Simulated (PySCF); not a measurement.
## C₆ coefficients of unlike pairs at UHF

Calculated with PySCF 2.14 from the dipole response of each species, C₆(A,B) = (3/π) ∫ α_A(iu) α_B(iu) du, in atomic units, from isotropic polarisabilities. For ions this is the dispersion term alone; charge-induced terms of lower order in 1/R come first.

```csv
species,configuration,basis,relativity,α (bohr³),C₆ (like pair)
Hg(3+),[Xe] 4f14 5d9 (2D),aug-cc-pwCVTZ-PP with ECP60MDF (8s8p7d4f3g),core potential,5.309,30.19
Cu(2+),[Ar] 3d9 (2D),"aug-cc-pVTZ-PP with one added diffuse shell each of s, p, d, f, g type with ECP10MDF (7s7p6d4f3g)",core potential,2.461,6.487
Mg(2+),[Ne] (1S),"aug-cc-pVTZ with one added diffuse shell each of s, p, d, f type (7s6p4d3f)",none,0.2553,0.1322
Se+,[Ar] 3d10 4s2 4p3 (4S),"x2c-TZVPPall with one added diffuse shell each of s, p, d type (7s6p5d1f)",spin-free X2C,14.15,86.42
```

Q: Estimate C₆ for Se+ with Cu(2+).

A: The integral gives 21.07. The combination rule 2 C_A C_B / (C_A α_B/α_A + C_B α_A/α_B) gives 21.43 and the geometric mean 23.68.

No spin-orbit coupling is included.

The other pairs:

```
          pair      C₆
Mg(2+), Cu(2+)  0.9059
   Se+, Hg(3+)   46.20
   Se+, Mg(2+)   2.636
Cu(2+), Hg(3+)   13.94
Mg(2+), Hg(3+)   1.933
```
